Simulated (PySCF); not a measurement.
SeFCl, SMILES Cl[Se]F. Coordinates come from a r2SCAN-D4/def2-TZVP optimisation.

Computed equilibrium geometry at r2SCAN-D4/def2-TZVP (PySCF confirms it by a frequency run) as a Z-matrix, and its point group:
point group Cs.
```
Se
F 1 1.7529
Cl 1 2.1418 2 99.15
```
Charge 0, spin multiplicity 1.
